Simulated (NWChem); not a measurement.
The numbers come from NWChem runs, not from measurements. System: Cl2Pb, charge 0, spin multiplicity 1, at a geometry optimised with B3LYP/def2-SVP with def2 effective core potentials on Pb. The structure started from a generated list of species. Level: RHF/def2-TZVP with def2 effective core potentials on Pb.

The NWChem input:

```
start mol
memory heap 200 mb stack 900 mb global 1100 mb
geometry units angstroms nocenter noautoz
  Pb     0.000000     0.000000    -0.465769
  Cl     1.936312     0.000000     1.123325
  Cl    -1.936312     0.000000     1.123325
  symmetry group C2v
end
basis spherical
  * library def2-tzvp
end
ecp
  Pb library def2-ecp
end
scf
  rhf
  nopen 0
  maxiter 100
  thresh 1e-7
  semidirect memsize 60000000 filesize 0
end
task scf energy
```

Output (cleaned and shortened):

```
             Northwest Computational Chemistry Package (NWChem) 7.3.0
             --------------------------------------------------------

                                NWChem Input Module
                                -------------------

 Scaling coordinates for geometry "geometry" by  1.889725989
 (inverse scale =  0.529177249)

 Turning off AUTOSYM since
 SYMMETRY directive was detected!

                             Geometry "geometry" -> ""
                             -------------------------

 Output coordinates in angstroms (scale by  1.889725989 to convert to a.u.)

  No.       Tag          Charge          X              Y              Z
 ---- ---------------- ---------- -------------- -------------- --------------
    1 Pb                  82.0000     0.00000000     0.00000000    -0.46576900
    2 Cl                  17.0000     1.93631200     0.00000000     1.12332500
    3 Cl                  17.0000    -1.93631200     0.00000000     1.12332500

 Effective nuclear repulsion energy (a.u.)     628.4746591278

            Nuclear Dipole moment (a.u.)
            ----------------------------
        X                 Y               Z
 ---------------- ---------------- ----------------
     0.0000000000     0.0000000000    -0.0000151178

      Symmetry information
      --------------------

 Group name             C2v
 Group number             16
 Group order               4
 No. of unique centers     2

      Symmetry unique atoms

     1    2


 Summary of "ao basis" -> "" (spherical)
 ------------------------------------------------------------------------------
       Tag                 Description            Shells   Functions and Types
 ---------------- ------------------------------  ------  ---------------------
 *                         def2-tzvp                  on all atoms

 Summary of "ao basis" -> "ao basis" (spherical)
 ------------------------------------------------------------------------------
       Tag                 Description            Shells   Functions and Types
 ---------------- ------------------------------  ------  ---------------------
 Pb                        def2-tzvp                16       50   6s5p3d2f
 Cl                        def2-tzvp                13       37   5s5p2d1f

                                 NWChem SCF Module
                                 -----------------

  ao basis        = "ao basis"
  functions       =   124
  atoms           =     3
  closed shells   =    28
  open shells     =     0
  charge          =   0.00
  wavefunction    = RHF
  use symmetry    = T
  symmetry adapt  = T

 Summary of "ao basis" -> "ao basis" (spherical)
 ------------------------------------------------------------------------------
       Tag                 Description            Shells   Functions and Types
 ---------------- ------------------------------  ------  ---------------------
 Pb                        def2-tzvp                16       50   6s5p3d2f
 Cl                        def2-tzvp                13       37   5s5p2d1f

      Symmetry analysis of basis
      --------------------------

        a1         46
        a2         17
        b1         37
        b2         24

 Forming initial guess at       0.1s

      Superposition of Atomic Density Guess
      -------------------------------------

 Sum of atomic energies:       -1138.31600006

      Non-variational initial energy
      ------------------------------

 Total energy =   -1110.763130
 1-e energy   =   -2000.179605
 2-e energy   =     691.905766
 HOMO         =      -0.337346
 LUMO         =      -0.051646

      Symmetry analysis of molecular orbitals - initial
      -------------------------------------------------

  Numbering of irreducible representations:

     1 a1          2 a2          3 b1          4 b2

  Orbital symmetries:

     1 a1          2 b1          3 a1          4 b1          5 a1
     6 b1          7 a1          8 b2          9 b1         10 a2
    11 a1         12 b1         13 a1         14 b2         15 a1
    16 b1         17 a1         18 a2         19 b2         20 a1
    21 b1         22 a1         23 b1         24 a1         25 b2
    26 a2         27 b1         28 a1         29 b2         30 a1
    31 b1         32 b2         33 a1         34 b1         35 a1
    36 b2         37 a2         38 a1

 Starting SCF solution at       1.8s

 ----------------------------------------------
         Quadratically convergent ROHF

 Convergence threshold     :          1.000E-07
 Maximum no. of iterations :          100
 Final Fock-matrix accuracy:          1.000E-09
 ----------------------------------------------

              iter       energy          gnorm     gmax       time
             ----- ------------------- --------- --------- --------
                 1    -1110.9138350382  7.96D-01  1.95D-01      1.9
                 2    -1110.9730373463  2.00D-01  4.46D-02      2.0
                 3    -1110.9766294030  1.80D-02  4.09D-03      2.2
                 4    -1110.9766815411  2.45D-04  7.38D-05      2.5
                 5    -1110.9766815507  1.82D-08  5.21D-09      3.0

       Final RHF  results
       ------------------

         Total SCF energy =  -1110.976681550713
      One-electron energy =  -2001.487015170570
      Two-electron energy =    692.999624044774
 Nuclear repulsion energy =    197.510709575083

        Time for solution =      1.2s

       Symmetry analysis of molecular orbitals - final
       -----------------------------------------------

  Numbering of irreducible representations:

     1 a1          2 a2          3 b1          4 b2

  Orbital symmetries:

     1 a1          2 b1          3 b1          4 a1          5 b1
     6 a1          7 b2          8 a2          9 b1         10 a1
    11 a1         12 b2         13 b1         14 a1         15 a1
    16 b1         17 a2         18 b2         19 a1         20 a1
    21 b1         22 a1         23 b1         24 a1         25 b2
    26 a2         27 b1         28 a1         29 b2         30 a1
    31 b1         32 b2         33 a1         34 b1         35 a1
    36 b2         37 a2         38 a1

             Final eigenvalues
             -----------------

              1
    1 -104.7967
    2 -104.7967
    3  -10.5248
    4  -10.5248
    5   -7.9911
    6   -7.9911
    7   -7.9905
    8   -7.9905
    9   -7.9904
   10   -7.9904
   11   -6.2470
   12   -3.9353
   13   -3.9286
   14   -3.9278
   15   -1.1607
   16   -1.1603
   17   -1.1527
   18   -1.1515
   19   -1.1447
   20   -1.0445
   21   -1.0249
   22   -0.6515
   23   -0.4729
   24   -0.4533
   25   -0.4472
   26   -0.4337
   27   -0.4271
   28   -0.3934
   29   -0.0244
   30    0.0500
   31    0.0551
   32    0.1510
   33    0.1765
   34    0.1881
   35    0.2547
   36    0.2809
   37    0.2871
   38    0.3194

                       ROHF Final Molecular Orbital Analysis
                       -------------------------------------

 Vector   26  Occ=2.000000D+00  E=-4.336882D-01  Symmetry=a2
              MO Center= -9.6D-15,  2.4D-15,  1.1D+00, r^2= 4.9D+00
   Bfn.  Coefficient  Atom+Function         Bfn.  Coefficient  Atom+Function
  ----- ------------  ---------------      ----- ------------  ---------------
    66      0.373898  2 Cl py               103     -0.373898  3 Cl py
    69      0.269950  2 Cl py               106     -0.269950  3 Cl py
    63      0.174455  2 Cl py               100     -0.174455  3 Cl py

 Vector   27  Occ=2.000000D+00  E=-4.271418D-01  Symmetry=b1
              MO Center=  3.3D-14, -4.4D-16,  1.1D+00, r^2= 5.0D+00
   Bfn.  Coefficient  Atom+Function         Bfn.  Coefficient  Atom+Function
  ----- ------------  ---------------      ----- ------------  ---------------
    65      0.330588  2 Cl px               102      0.330588  3 Cl px
    68      0.229063  2 Cl px               105      0.229063  3 Cl px
    67     -0.194535  2 Cl pz               104      0.194535  3 Cl pz
    62      0.151780  2 Cl px                99      0.151780  3 Cl px

 Vector   28  Occ=2.000000D+00  E=-3.934306D-01  Symmetry=a1
              MO Center= -7.4D-16,  2.9D-15,  3.0D-01, r^2= 5.1D+00
   Bfn.  Coefficient  Atom+Function         Bfn.  Coefficient  Atom+Function
  ----- ------------  ---------------      ----- ------------  ---------------
     5      0.380948  1 Pb s                  6      0.346343  1 Pb s
     3     -0.307341  1 Pb s                 67      0.285763  2 Cl pz
   104      0.285763  3 Cl pz                18     -0.212952  1 Pb pz
    70      0.212343  2 Cl pz               107      0.212343  3 Cl pz
    12      0.206404  1 Pb pz                 2      0.190196  1 Pb s

 Vector   29  Occ=0.000000D+00  E=-2.435301D-02  Symmetry=b2
              MO Center= -2.3D-14,  5.5D-15, -5.4D-01, r^2= 4.7D+00
   Bfn.  Coefficient  Atom+Function         Bfn.  Coefficient  Atom+Function
  ----- ------------  ---------------      ----- ------------  ---------------
    20      0.520948  1 Pb py                17      0.456352  1 Pb py
    11     -0.353012  1 Pb py                14      0.245812  1 Pb py
    69     -0.178741  2 Cl py               106     -0.178741  3 Cl py

 Vector   30  Occ=0.000000D+00  E= 5.000485D-02  Symmetry=a1
              MO Center=  8.3D-14,  9.9D-16, -7.3D-01, r^2= 7.0D+00
   Bfn.  Coefficient  Atom+Function         Bfn.  Coefficient  Atom+Function
  ----- ------------  ---------------      ----- ------------  ---------------
    21      0.907716  1 Pb pz                 5      0.484425  1 Pb s
    55     -0.269363  2 Cl s                 92     -0.269363  3 Cl s
    12     -0.245585  1 Pb pz                15      0.225928  1 Pb pz
    68      0.215885  2 Cl px               105     -0.215885  3 Cl px
     3     -0.197671  1 Pb s                  4     -0.173749  1 Pb s

 Vector   31  Occ=0.000000D+00  E= 5.507161D-02  Symmetry=b1
              MO Center=  3.5D-12, -1.1D-15, -8.0D-01, r^2= 6.8D+00
   Bfn.  Coefficient  Atom+Function         Bfn.  Coefficient  Atom+Function
  ----- ------------  ---------------      ----- ------------  ---------------
    19      0.925117  1 Pb px                10     -0.267938  1 Pb px
    55     -0.264039  2 Cl s                 92      0.264039  3 Cl s
    13      0.247948  1 Pb px                35      0.207949  1 Pb d  1
    70      0.169363  2 Cl pz               107     -0.169363  3 Cl pz

 center of mass
 --------------
 x =   0.00000000 y =   0.00000000 z =  -0.12447674

 moments of inertia (a.u.)
 ------------------
         471.967151703569           0.000000000000           0.000000000000
           0.000000000000        1408.363456568216           0.000000000000
           0.000000000000           0.000000000000         936.396304864648

  Mulliken analysis of the total density
  --------------------------------------

    Atom       Charge   Shell Charges
 -----------   ------   -------------------------------------------------------
    1 Pb  22    20.98   0.07 -0.59  1.79  0.76  1.19  0.67 -0.62  6.55  0.38  0.55  0.07  9.13  0.88  0.12  0.05  0.00
    2 Cl  17    17.51   2.01  0.45  1.52  1.08  0.91  4.18  1.69  1.06  2.86  1.73  0.00  0.02  0.00
    3 Cl  17    17.51   2.01  0.45  1.52  1.08  0.91  4.18  1.69  1.06  2.86  1.73  0.00  0.02  0.00

       Multipole analysis of the density wrt the origin
       ------------------------------------------------

     L   x y z        total         open         nuclear
     -   - - -        -----         ----         -------
     0   0 0 0      0.000000      0.000000     56.000000

     1   1 0 0     -0.000000      0.000000      0.000000
     1   0 1 0     -0.000000      0.000000      0.000000
     1   0 0 1     -2.088312      0.000000     52.810532

     2   2 0 0    -48.331380      0.000000    455.226214
     2   1 1 0      0.000000      0.000000      0.000000
     2   1 0 1     -0.000000      0.000000      0.000000
     2   0 2 0    -36.701082      0.000000      0.000000
     2   0 1 1     -0.000000      0.000000      0.000000
     2   0 0 2    -41.407035      0.000000    170.253722

 Task  times  cpu:        3.0s     wall:        3.0s

 Total times  cpu:        3.1s     wall:        3.1s
```
